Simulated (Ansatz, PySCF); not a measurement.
Noncovalent pair: H2 (SMILES [H][H]) (first 2 atoms) with CH3NO (SMILES NC=O); geometry from B3LYP-D3(BJ)/def2-TZVP, rigid monomers moved along the line of their centres of mass till H1···O5 is 2.98 Å.
(charge 0, multiplicity 1):
```xyz
8

H     -0.3146    -0.2150     0.4739
H      0.0056    -0.0064    -0.1675
N      0.9939     0.7162     3.6953
C     -0.0808     0.0033     4.1116
O     -0.8722    -0.5494     3.3813
H      1.1739     0.8125     2.7090
H      1.6149     1.1531     4.3529
H     -0.1669    -0.0256     5.2131
```

Interaction energies are E(AB) − E(A) − E(B) at the monomers' geometry in the complex; basis-set methods are counterpoise corrected.

Frozen-core correlation. CBS: X⁻³ extrapolation of the correlation energy, Hartree–Fock from the larger set.

Codes used: Ansatz (a program for electronic structure) with Gaussian orbitals; PySCF for the dispersion terms. Each number belongs to the level named beside it.

PBE/def2-TZVPPD gives -3.1 kJ/mol for the interaction energy.

Task: How do the other levels lie against it? Give each less PBE: PBE-D3(BJ)/def2-TZVPPD, r2SCAN/def2-TZVPPD, B3LYP/def2-TZVPPD, wB97M-V/def2-TZVPPD, MP2/CBS(aug-cc-pVDZ, aug-cc-pVTZ), MP2/CBS(aug-cc-pVDZ, aug-cc-pVTZ) + ΔCCSD(T)/aug-cc-pVDZ.

Result: PBE-D3(BJ)/def2-TZVPPD -1.2; r2SCAN/def2-TZVPPD 0.6; B3LYP/def2-TZVPPD 1.5; wB97M-V/def2-TZVPPD -0.1; MP2/CBS(aug-cc-pVDZ, aug-cc-pVTZ) -0.3; MP2/CBS(aug-cc-pVDZ, aug-cc-pVTZ) + ΔCCSD(T)/aug-cc-pVDZ -0.4 kJ/mol. 2 of 6 lie above PBE; the widest gap is to B3LYP/def2-TZVPPD.
